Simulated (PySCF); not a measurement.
C4H5BO2.

```xyz
12

C     -0.3947     3.1543     0.0000
C     -0.1677     1.9560     0.0000
B      0.1879     0.4550     0.0000
O      1.4884     0.0383     0.0000
O     -0.8473    -0.4384     0.0000
C     -0.8322    -1.8063     0.0000
C      0.2270    -2.6229     0.0000
H     -0.6117     4.2066     0.0000
H      2.1052     0.7846     0.0000
H     -1.8558    -2.1904     0.0000
H      1.2545    -2.2622     0.0000
H      0.0454    -3.6992     0.0000
```
Charge 0, spin multiplicity 1.

Coordinates come from a TPSSh-D3(BJ)/def2-SVP optimisation. The structure was generated by enumeration, and PubChem lists no compound with its InChIKey, so it may never have been made. The values are those of a single conformer.

Level of theory: PBE/pcSseg-1 (PySCF). Non-relativistic, no solvent.

Computed absolute GIAO shielding of each atom: isotropic value and principal components (ppm):
```
atom  σ(iso)    σ11    σ22    σ33   span
----  ------  -----  -----  -----  -----
C1      88.6    7.0   18.7  240.1  233.1
C2      93.8   -8.3    2.1  287.7  296.0
B3      77.5   61.1   83.9   87.5   26.4
O4     167.3   13.8  235.5  252.7  238.9
O5     129.6  -14.0  100.4  302.3  316.3
C6      26.1  -75.5   62.3   91.4  166.9
C7      73.6  -30.4   97.3  154.0  184.4
H8      29.1   24.5   24.7   38.0   13.5
H9      26.3   21.7   24.4   32.7   11.0
H10     24.8   21.2   25.7   27.4    6.2
H11     25.4   22.2   24.5   29.5    7.3
H12     26.4   24.8   25.9   28.6    3.9
```
